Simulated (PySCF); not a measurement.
C$_{2}$H$_{9}$GeNO (SMILES CC[O][GeH2][NH2]), singlet, geometry from GFN2-xTB, atoms displaced at random by about 0.03 Å a coordinate; R2SCAN/STO-3G, gradient (PySCF).

The PySCF input:
```python
from pyscf import gto, scf, dft

mol = gto.Mole()
mol.atom = '''
    Ge    0.92829044   -0.31468770   -0.03235414
    N     1.64585217    1.29873558    0.51296915
    O    -0.76092265   -0.35625795    0.29432339
    C    -1.69817832    0.44233961   -0.51181990
    C    -3.12692484   -0.12550905   -0.13727067
    H     1.30218216   -0.70170314   -1.47174017
    H     1.33466488   -1.34117667    0.98119971
    H     2.63919525    1.37452462    0.40606110
    H     1.24268884    2.11776389    0.12713920
    H    -1.71909806    1.49019104   -0.14805138
    H    -1.48686734    0.42806229   -1.58370399
    H    -3.83230571    0.42697003   -0.65928073
    H    -3.26905251   -0.02299216    0.89059987
    H    -3.16559936   -1.13695252   -0.43005998
'''
mol.basis = 'sto-3g'
mol.verbose = 4
mol.build()

mf = dft.RKS(mol)
mf.xc = 'r2scan'
mf.conv_tol = 1e-6
mf.kernel()
g = mf.nuc_grad_method()
grad = g.kernel()
```

It wrote (shortened):

```
PySCF version 2.14.0

[INPUT] verbose = 4
[INPUT] num. atoms = 14
[INPUT] num. electrons = 68
[INPUT] charge = 0
[INPUT] spin (= nelec alpha-beta = 2S) = 0
[INPUT] symmetry False subgroup None
[INPUT] Mole.unit = angstrom
[INPUT] Symbol           X                Y                Z      unit          X                Y                Z       unit  Magmom
[...]
nuclear repulsion = 386.034741077928
number of shells = 29
number of NR pGTOs = 141
number of NR cGTOs = 47
basis = sto-3g
ecp = {}

******** <class 'pyscf.dft.rks.RKS'> ********
method = RKS
initial guess = minao
damping factor = 0
level_shift factor = 0
DIIS = <class 'pyscf.scf.diis.CDIIS'>
diis_start_cycle = 1
diis_space = 8
diis_damp = 0
SCF conv_tol = 1e-06
SCF conv_tol_grad = None
SCF max_cycles = 50
direct_scf = True
direct_scf_tol = 1e-13
XC library pyscf.dft.libxc version 7.1.2
    S. Lehtola, C. Steigemann, M. J. T. Oliveira, and M. A. L. Marques,  SoftwareX 7, 1–5 (2018)
XC functionals = r2scan
    J. W. Furness, A. D. Kaplan, J. Ning, J. P. Perdew, and J. Sun,  J. Phys. Chem. Lett. 11, 8208–8215 (2020)
    J. W. Furness, A. D. Kaplan, J. Ning, J. P. Perdew, and J. Sun,  J. Phys. Chem. Lett. 11, 9248–9248 (2020)
    J. W. Furness, A. D. Kaplan, J. Ning, J. P. Perdew, and J. Sun,  J. Phys. Chem. Lett. 11, 8208–8215 (2020)
    J. W. Furness, A. D. Kaplan, J. Ning, J. P. Perdew, and J. Sun,  J. Phys. Chem. Lett. 11, 9248–9248 (2020)
radial grids:
    Treutler-Ahlrichs [JCP 102, 346 (1995); DOI:10.1063/1.469408] (M4) radial grids

becke partition: Becke, JCP 88, 2547 (1988); DOI:10.1063/1.454033
pruning grids: <function nwchem_prune>
grids dens level: 3
symmetrized grids: False
atomic radii adjust function: <function treutler_atomic_radii_adjust>
small_rho_cutoff = 0
Set gradient conv threshold to 0.001
Initial guess from minao.
tot grids = 165136
init E= -2259.90523981294
[...]
cycle= 1 E= -2261.71148414207  delta_E= -1.81  |g|= 0.737  |ddm|= 4.38
[...]
cycle= 2 E= -2261.5126072599  delta_E= 0.199  |g|= 1.13  |ddm|=  2.8
[...]
cycle= 3 E= -2261.90211182844  delta_E= -0.39  |g|= 0.182  |ddm|= 1.83
[...]
cycle= 4 E= -2261.91198494612  delta_E= -0.00987  |g|= 0.0623  |ddm|= 0.385
[...]
cycle= 5 E= -2261.91323827593  delta_E= -0.00125  |g|= 0.0117  |ddm|= 0.112
[...]
cycle= 6 E= -2261.9132909198  delta_E= -5.26e-05  |g|= 0.00189  |ddm|= 0.0239
[...]
cycle= 7 E= -2261.91329226922  delta_E= -1.35e-06  |g|= 0.000306  |ddm|= 0.00381
[...]
cycle= 8 E= -2261.91329230479  delta_E= -3.56e-08  |g|= 7.63e-05  |ddm|= 0.000634
[...]
Extra cycle  E= -2261.91329230488  delta_E= -8.55e-11  |g|= 7.86e-05  |ddm|= 0.000257
converged SCF energy = -2261.91329230488

******** <class 'pyscf.grad.rks.Gradients'> for <class 'pyscf.dft.rks.RKS'> ********
unit = Eh/Bohr
grid_response = False
--------------- RKS gradients ---------------
         x                y                z
0 Ge    -0.0243236583    -0.0061748553    -0.0017619389
1 N     0.0321198251     0.0763332256    -0.0180780493
2 O     0.0048155299    -0.0020633788     0.0048190140
3 C     0.0051795932     0.0098263699    -0.0437687428
4 C    -0.0621267840    -0.0077032025     0.0299198365
5 H     0.0086874212    -0.0078574327    -0.0290900523
6 H     0.0011523017    -0.0186755771     0.0217605698
7 H    -0.0393988686    -0.0023212980     0.0052758982
8 H     0.0217670794    -0.0420174881     0.0242885906
9 H    -0.0065635250    -0.0075269175     0.0057423428
10 H     0.0016546522     0.0019611134     0.0162551519
11 H     0.0426103399    -0.0277725588     0.0264988782
12 H     0.0066930505    -0.0028985470    -0.0481477553
13 H     0.0058789437     0.0376015368     0.0073843054
----------------------------------------------
```
